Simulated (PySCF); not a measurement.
Dipole response of Pt²⁺ (platinum, charge +2)

[Xe] 4f14 5d8, high-spin 3F determinant. Computed with PySCF 2.14 in aug-cc-pVTZ-PP with one added diffuse shell each of s, p, d, f, g type with ECP60MDF (7s7p6d4f3g, 113 functions), with scalar relativity through the core potential. Coupled (time-dependent) response in atomic units; α is the mean over directions.

```csv
method,mean α (bohr³),C₆ (like pair),S(−4)
UHF,8.765,56.29,16.13
PBE,9.814,63.99,22.74
```

S(−4) is the Cauchy moment in α(ω) = α(0) + S(−4) ω² + …

Spin-orbit coupling is absent.

α(iu) at UHF:

```
u (hartree)  α(iu) (bohr³)
          0          8.765
     0.0500          8.725
      0.100          8.609
      0.200          8.194
      0.300          7.636
      0.500          6.454
      0.750          5.201
       1.00          4.237
       1.50          2.924
       2.00          2.113
       3.00          1.226
       5.00         0.5449
```

For an ion, C₆ is the dispersion term alone; charge-induced terms of lower order in 1/R come first.

Energies and moments cover only the electrons outside the core potential. Spin-orbit coupling, absent here, splits the open shell strongly.
